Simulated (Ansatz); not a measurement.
Reaction (SMILES): Cl[C](Cl)Cl -> Cl[C]Cl + Cl atom (the C-Cl bond at the site shown breaks; other sites are not compared here)
Structures are relaxed separately at B3LYP-D3(BJ)/def2-TZVP in Ansatz (a quantum-chemistry and plane-wave program). Unstable Hartree-Fock reference: Cl[C]Cl.
Geometry of the first species:
SMILES: Cl[C](Cl)Cl
```xyz
4

C     -0.0036     0.0008     0.2630
Cl    -0.0098     1.6900    -0.0363
Cl     1.4691    -0.8362    -0.0083
Cl    -1.4580    -0.8541    -0.0482
```
Charge 0, spin multiplicity 2.

Property: bond dissociation energy (electronic energy difference), in eV. Cores are frozen in the correlated levels unless marked. Open shells are spin-unrestricted. No spin-orbit coupling. No relativistic terms. CBS(X,Y): correlation extrapolated as X^-3; Hartree-Fock from the larger set. [CCSD(T)-MP2]/basis is that difference in the basis named.

```tsv
level	program	bond dissociation energy (eV)
HF/6-31G	Ansatz	1.98
HF/aug-cc-pV(D+d)Z	Ansatz	2.27
```

Q: Predict the RI-MP2/CBS(cc-pV(T+d)Z,cc-pV(Q+d)Z)+[CCSD(T)-MP2]/cc-pV(T+d)Z result (Ansatz).

A: 2.93 eV, so HF/aug-cc-pV(D+d)Z differs from it by -0.66 eV.
